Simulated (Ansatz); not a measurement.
Reactions of C$_{3}$H$_{8}$Si (`CC1C[SiH2]1`).

Calculated with Ansatz (gas phase, PBE0-D4/def2-TZVP geometries, no zero-point term in ΔE). CBS: MP2 limit from def2 TZ/QZ plus the TZ coupled-cluster correction, frozen cores. This one scheme is used for every species. def2 core potentials past Kr. For In outer-core shells are correlated without core-valence functions, which leaves a few kJ/mol of doubt a bond. One conformer a species, not always the lowest.

Q: Order these by ΔE at CCSD(T)/CBS, lowest first. (Estimate.)
A. `CC1C[SiH2]1` + CH₃NH₂ → `CNC1C[SiH2]1` + CH₄
B. `CC1C[SiH2]1` + `C[N](C)[In]([OH])[O][SiH3]` → `C[O][In]([O][SiH3])[N](C)C` + `C1C[SiH2]1`
C. `CC1C[SiH2]1` + H₂S → `SC1C[SiH2]1` + CH₄
D. `CC1C[SiH2]1` + `COCN` → `CNCOC` + `C1C[SiH2]1`

A: C (-0.02 eV), A (+0.12 eV), D (+0.31 eV), B (+0.66 eV).

Largest T1 diagnostic: 0.015, for `C[O][In]([O][SiH3])[N](C)C`.
